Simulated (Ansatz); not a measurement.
Two members of one family (Series SnMe3X), computed with Ansatz in the gas phase; def2 core potentials for Sn, no spin–orbit coupling. The two geometries come from different levels. Binding counts from free atoms in the multiplicity of their measured ground term, without zero-point energy. A dash marks a value that wasn't run or was left out as unsound. The structures are stationary points that may keep the symmetry of their start. Remarks come from the PBE and PBE0 runs and from stability tests at other levels; not every state was tested. HOMO above LUMO (over both spins in singlets and doublets, within one spin in higher multiplets; at PBE or PBE0), or a gap under 0.15 eV within one spin, warns that the state may not be the lowest or that an electron is smeared out.

First: Sn(OAc)Me3 (singlet, charge 0, r2SCAN-D4/def2-SVP geometry).

```xyz
20

Sn   -0.382   -0.757    0.290
O    -0.331    1.073   -0.754
C     0.871    1.556   -0.563
C     1.139    2.881   -1.226
O     1.707    0.956    0.112
H     2.166    3.210   -1.027
H     0.422    3.629   -0.855
H     0.971    2.790   -2.310
C    -0.172   -0.336    2.384
H     0.893   -0.309    2.647
H    -0.695   -1.093    2.987
H    -0.616    0.650    2.589
C     1.014   -2.094   -0.643
H     0.685   -3.138   -0.533
H     2.007   -1.959   -0.194
H     1.071   -1.851   -1.714
C    -2.419   -1.240   -0.229
H    -2.522   -1.305   -1.321
H    -3.096   -0.458    0.146
H    -2.712   -2.205    0.214
```

```
               level  HOMO (eV)  LUMO (eV)  gap (eV)  vertical IE (eV)  vertical triplet (eV)  binding per atom (eV)
    PBE-D4/def2-TZVP      -5.98      -0.60      5.38              8.74                   5.37                   4.13
 r2SCAN-D4/def2-TZVP      -6.30      -0.30      5.99                 –                   5.33                   4.06
r2SCANh-D4/def2-TZVP      -6.88       0.10      6.98                 –                      –                   4.03
    PBE0-D4/def2-SVP      -7.40       0.71      8.11                 –                      –                   4.08
   PBE0-D4/def2-TZVP      -7.51       0.29      7.80              9.21                   5.42                   4.05
```

Remarks: gap within one spin near zero at PBE or PBE0 (triplet).

Second: Sn(NMe2)Me3 (singlet, charge 0, PBE0-D4/def2-SVP geometry).

```xyz
22

Sn   -0.4366    0.0579   -0.6282
N     0.5429   -0.4313    1.1124
C     0.2524    0.3151    2.3045
C     1.9066   -0.8786    1.0442
H     0.4581   -0.2913    3.2099
H    -0.8132    0.5942    2.3462
H     0.8460    1.2535    2.4138
H     2.0791   -1.4887    0.1429
H     2.6592   -0.0559    1.0369
H     2.1554   -1.5199    1.9149
C     0.2434    1.9513   -1.4133
H     1.3161    1.9030   -1.6509
H     0.0812    2.7505   -0.6749
H    -0.3089    2.2049   -2.3302
C    -2.5183    0.1543   -0.0991
H    -3.1387    0.1871   -1.0072
H    -2.7300    1.0528    0.4983
H    -2.7923   -0.7357    0.4863
C    -0.0051   -1.5425   -1.9952
H    -0.6782   -1.4896   -2.8637
H    -0.1515   -2.5091   -1.4925
H     1.0323   -1.4821   -2.3549
```

Question: What does the change do? Estimate second minus first.

Answer: 
```csv
level,Δ HOMO (eV),Δ LUMO (eV),Δ gap (eV),Δ vertical IE (eV),Δ vertical triplet (eV),Δ binding per atom (eV)
PBE-D4/def2-TZVP,1.66,0.19,-1.47,-1.51,-1.00,-0.30
r2SCAN-D4/def2-TZVP,1.76,0.39,-1.36,–,-0.77,-0.29
r2SCANh-D4/def2-TZVP,1.86,0.27,-1.58,–,–,-0.27
PBE0-D4/def2-SVP,1.94,0.24,-1.70,–,–,-0.28
PBE0-D4/def2-TZVP,1.91,0.12,-1.79,-1.88,-0.73,-0.27
```
